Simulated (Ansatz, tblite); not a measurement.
Isomers of Sr₂S₂⁻ (doublet), found by a short tight-binding search and relaxed with PBE0-D4/def2-TZVPD in Ansatz.

In the def2 sets Sr takes a core potential; there is no spin–orbit coupling. The xTB rows come from tblite.

Run but left out: HF/def2-TZVPD, MP2/def2-TZVPD (A: a determinant that CCSD turns far, T1 0.074); B97M-V/def2-TZVPD (A: an occupied level 0.16 eV above an empty one); CCSD/def2-TZVPD, CCSD(T)/def2-TZVPD (B: ⟨S²⟩ 1.47, where a pure state has 0.75).

A: At PBE-D4/def2-TZVPD, r2SCAN-D4/def2-TZVPD, PBE0-D4/def2-TZVPD the highest occupied level of the charge -1 doublet lies above zero (up to 0.49 eV). By energy differences its removal costs 0.81 eV (vertical, to the charge 0 singlet, at PBE-D4/def2-TZVPD); a positive level beside a positive removal energy at the same level points to self-interaction error. B: At PBE-D4/def2-TZVPD, r2SCAN-D4/def2-TZVPD, PBE0-D4/def2-TZVPD the charge -1 doublet is spin-contaminated (final ⟨S²⟩ up to 1.03, 0.75 for a pure state). At PBE-D4/def2-TZVPD, r2SCAN-D4/def2-TZVPD the highest occupied level of the charge -1 doublet lies above zero (up to 0.31 eV). It is a level of α spin, whose loss leaves a singlet; that state wasn't run at this geometry and level. The electron is either unbound and held by the finite basis, or the level is raised by self-interaction error.

Other spin states were run for one of them alone.

A:

| atom | x (Å) | y (Å) | z (Å) |
| --- | --- | --- | --- |
| Sr1 | -1.111 | 1.289 | 0.655 |
| Sr2 | 1.111 | -1.289 | -0.655 |
| S3 | -0.109 | 0.828 | -1.814 |
| S4 | 0.109 | -0.828 | 1.814 |

B:

```xyz
4

Sr   -0.9205   -0.5059    1.8523
Sr    0.9755   -1.2685   -1.4047
S     0.8920    1.0416    0.2752
S    -0.9470    0.7328   -0.7228
```

Q: Estimate which lies lowest at each level, and how far above it the others are (kJ/mol).

A: 
```tsv
level	A	B
GFN1-xTB	0.0	213.6
PBE-D4/def2-TZVPD	0.0	164.7
r2SCAN-D4/def2-TZVPD	0.0	182.7
PBE0-D4/def2-TZVPD	0.0	157.2
ωB97M-V/def2-TZVPD	0.0	152.6
```
Point groups (tolerance 0.1 Å): A D2h, B C2v. Lower isomers may exist.
